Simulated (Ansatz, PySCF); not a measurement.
Here is a job for PySCF.
```python
from pyscf import gto, scf, dft

mol = gto.M(
    atom='''
Te   -0.068246   -0.051895    0.739223
Cl    1.149156    1.355091   -1.200721
Cl   -0.940405   -1.196353   -1.060433
''',
    basis='def2-svp',
    ecp={'Te': 'def2-svp'},
    charge=0,
    spin=2,
    verbose=4,
)

mf = dft.UKS(mol)
mf.xc = 'camb3lyp'
mf.grids.atom_grid = (99, 590)
mf.grids.prune = None
mf.kernel()
```

Task: Convert this to an input for Ansatz (a program for electronic structure).

Result: One answer among several that fit: 
Ansatz 0.2 input:
```yaml
crystal:
  periodic: [false, false, false]
  atoms:
    - {symbol: Te, position_ang: [-0.06824556, -0.05189516, 0.73922318]}
    - {symbol: Cl, position_ang: [1.14915592, 1.35509134, -1.20072069]}
    - {symbol: Cl, position_ang: [-0.94040481, -1.19635319, -1.06043255]}
basis:
  gaussian:
    orbitals: def2-SVP
hamiltonian:
  xc: cam_b3lyp
magnetization: {spin_polarized: true, initial_magnetization: 2}
accuracy: high
```

Both were run: PySCF gave -1188.109883 Eh and Ansatz -1188.109885 Eh, 0.002 mEh apart.
